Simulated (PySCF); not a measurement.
XPS shifts beside NMR shieldings

Species: SiMe2(NHEt)2, C6H18N2Si.
Cartesian coordinates in Å at the PBE0-D3(BJ)/def2-SVP level; atoms count from 1:
```
atom  x, y, z in Å
Si1    0.421    0.389    0.555
C2     0.263    0.572    2.421
H3    -0.783    0.749    2.721
H4     0.870    1.410    2.798
H5     0.603   -0.344    2.930
C6     2.218    0.070    0.110
H7     2.603   -0.856    0.565
H8     2.839    0.905    0.470
H9     2.358   -0.005   -0.980
N10   -0.195    1.868   -0.099
C11   -0.392    2.145   -1.501
C12   -1.852    2.127   -1.932
H13   -0.513    2.599    0.527
H14    0.062    3.117   -1.777
H15    0.159    1.387   -2.083
H16   -2.286    1.132   -1.751
H17   -1.962    2.365   -3.002
H18   -2.442    2.862   -1.361
N19   -0.492   -0.920   -0.142
C20   -0.035   -2.263   -0.414
C21   -0.106   -3.216    0.774
H22   -1.500   -0.857   -0.038
H23   -0.613   -2.688   -1.255
H24    1.005   -2.213   -0.775
H25    0.524   -2.857    1.604
H26    0.231   -4.229    0.502
H27   -1.138   -3.295    1.154
```

Binding energies: delta-SCF UKS SCAN, pcX-2 on the ionised atom, pcseg-1 elsewhere, spin-free X2C (PySCF 2.14.0). Shieldings: GIAO PBE0/pcSseg-1, non-relativistic, same geometry.

```csv
atom,C 1s (eV)
C2,289.61
C11,291.11
C12,290.21
```

Q: What are the absolute isotropic shieldings of these atoms?

A: 
```json
{"atom": "C2", "environment": "carbon bonded to Si and 3 H", "C 1s (eV)": "289.61", "isotropic shielding (ppm)": "182.0"}
{"atom": "C12", "environment": "carbon bonded to C and 3 H", "C 1s (eV)": "290.21", "isotropic shielding (ppm)": "160.4"}
{"atom": "C11", "environment": "carbon bonded to C, N and 2 H", "C 1s (eV)": "291.11", "isotropic shielding (ppm)": "146.2"}
```

Q: Among the listed atoms, is the one with the highest binding energy also the least shielded?

A: Yes: C11 has both (291.11 eV, 146.2 ppm).

By binding energy: C2 < C12 < C11. By shielding: C11 < C12 < C2.

Of atoms equivalent by bonding only the ionised one is listed; its partners' own values can differ in this conformer. The structure is a single PBE0-D3(BJ)/def2-SVP conformer in the gas phase; no vibrational or solvent corrections.
